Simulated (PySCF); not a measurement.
Simulated outer-valence photoelectron spectrum of `[GeH3][O][SiH2]Br`. The calculation used EOM-IP-CCSD/aug-cc-pVDZ in PySCF, restricted Hartree–Fock reference, 24 core orbitals frozen, non-relativistic, gas phase, PBE0-D3(BJ)/def2-SVP geometry.

Each root has a Gaussian of 0.4 eV full width with its one-hole share as area; cross sections and vibrations are left out, and the highest printed point is 100.

```json
{"ionisation energy (eV)": "10.0", "intensity": "0"}
{"ionisation energy (eV)": "10.1", "intensity": "2"}
{"ionisation energy (eV)": "10.2", "intensity": "9"}
{"ionisation energy (eV)": "10.3", "intensity": "24"}
{"ionisation energy (eV)": "10.4", "intensity": "48"}
{"ionisation energy (eV)": "10.5", "intensity": "72"}
{"ionisation energy (eV)": "10.6", "intensity": "87"}
{"ionisation energy (eV)": "10.7", "intensity": "91"}
{"ionisation energy (eV)": "10.8", "intensity": "87"}
{"ionisation energy (eV)": "10.9", "intensity": "78"}
{"ionisation energy (eV)": "11.0", "intensity": "75"}
{"ionisation energy (eV)": "11.1", "intensity": "81"}
{"ionisation energy (eV)": "11.2", "intensity": "89"}
{"ionisation energy (eV)": "11.3", "intensity": "91"}
{"ionisation energy (eV)": "11.4", "intensity": "83"}
{"ionisation energy (eV)": "11.5", "intensity": "63"}
{"ionisation energy (eV)": "11.6", "intensity": "37"}
{"ionisation energy (eV)": "11.7", "intensity": "16"}
{"ionisation energy (eV)": "11.8", "intensity": "5"}
{"ionisation energy (eV)": "11.9", "intensity": "1"}
{"ionisation energy (eV)": "12.0", "intensity": "0"}
{"ionisation energy (eV)": "12.1", "intensity": "1"}
{"ionisation energy (eV)": "12.2", "intensity": "4"}
{"ionisation energy (eV)": "12.3", "intensity": "15"}
{"ionisation energy (eV)": "12.4", "intensity": "34"}
{"ionisation energy (eV)": "12.5", "intensity": "57"}
{"ionisation energy (eV)": "12.6", "intensity": "74"}
{"ionisation energy (eV)": "12.7", "intensity": "81"}
{"ionisation energy (eV)": "12.8", "intensity": "80"}
{"ionisation energy (eV)": "12.9", "intensity": "72"}
{"ionisation energy (eV)": "13.0", "intensity": "53"}
{"ionisation energy (eV)": "13.1", "intensity": "30"}
{"ionisation energy (eV)": "13.2", "intensity": "12"}
{"ionisation energy (eV)": "13.3", "intensity": "4"}
{"ionisation energy (eV)": "13.4", "intensity": "1"}
{"ionisation energy (eV)": "13.5", "intensity": "1"}
{"ionisation energy (eV)": "13.6", "intensity": "6"}
{"ionisation energy (eV)": "13.7", "intensity": "19"}
{"ionisation energy (eV)": "13.8", "intensity": "42"}
{"ionisation energy (eV)": "13.9", "intensity": "73"}
{"ionisation energy (eV)": "14.0", "intensity": "96"}
{"ionisation energy (eV)": "14.1", "intensity": "100"}
{"ionisation energy (eV)": "14.2", "intensity": "83"}
{"ionisation energy (eV)": "14.3", "intensity": "53"}
{"ionisation energy (eV)": "14.4", "intensity": "26"}
{"ionisation energy (eV)": "14.5", "intensity": "9"}
{"ionisation energy (eV)": "14.6", "intensity": "2"}
{"ionisation energy (eV)": "14.7", "intensity": "0"}
```

**Question.** Where are the maxima, and how many lines lie under the curve?

**Answer.** 4 maxima, at 10.7, 11.3, 12.7 and 14.1 eV, from 8 lines. At this width some lines have no maximum of their own.

**Question.** List the lines with their holes.

**Answer.** 
| E (eV) | leading hole (HF orbital) | area | Koopmans (eV) |
| --- | --- | --- | --- |
| 10.54 | HOMO | 0.96 | 11.22 |
| 10.81 | HOMO-1 | 0.95 | 11.52 |
| 11.16 | HOMO-2 | 0.95 | 12.43 |
| 11.42 | HOMO-3 | 0.95 | 12.49 |
| 12.59 | HOMO-4 | 0.95 | 13.22 |
| 12.89 | HOMO-5 | 0.94 | 13.64 |
| 13.97 | HOMO-6 | 0.94 | 15.47 |
| 14.17 | HOMO-7 | 0.93 | 15.80 |

The widest gap, 1.17 eV, lies between 11.42 and 12.59 eV. Only orbitals with −ε under 21 eV, eight at most, were ionised, so the high end of the curve may lack lines.

Shape of the structure used: `[GeH3:1][O:2][SiH2:3][Br:4]`: Ge1–O2–Si3–Br4 10°.

One conformer stands for the species.
